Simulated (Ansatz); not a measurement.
A made-up structure of SiH2SO2, closed shell:

O1  (-0.466, -1.167, 1.515)
Si2  (-1.162, 0.918, -1.086)
O3  (1.552, 0.128, -0.269)
S4  (0.040, -0.174, 0.219)
H5  (2.250, -0.305, 0.232)
H6  (-2.334, 0.462, -0.427)
(Å)

It is relaxed with PBE-D4/def2-SVP and then PBE0-D4/def2-TZVP (Ansatz 0.2.0). Atoms count as bonded within 1.22 times the sum of their covalent radii (H–H: 0.88 Å). The end point is not checked to be a true minimum.

**Question.** Does its bonding change? (A judgement: the text doesn't fix the answer.)

**Answer.** Computed: No: no bond forms or breaks.

Where it ends: The first stage lowers the energy by 1.29 eV in 24 steps. It ends as SiH₂SO₂ ([O][S]([OH])[SiH]):
O1  (-0.208, -1.087, 1.256)
Si2  (-1.167, 1.025, -1.115)
O3  (1.518, -0.174, -0.307)
S4  (-0.041, -0.186, 0.118)
H5  (2.050, -0.124, 0.502)
H6  (-2.273, 0.407, -0.271)
(Å)

Labels in which every atom is bracketed show which atoms are joined, not bond orders.

For scale, one of the runs: PBE0-D4/def2-TZVP relaxation, 148 basis functions, launched by `ansatz run in.yaml --threads 2 --pin off --events-out ev --progress --plain --max-ram 4352MiB`. The run took about 21 s on 2 CPU threads of an Arm Neoverse V2 (shared host).
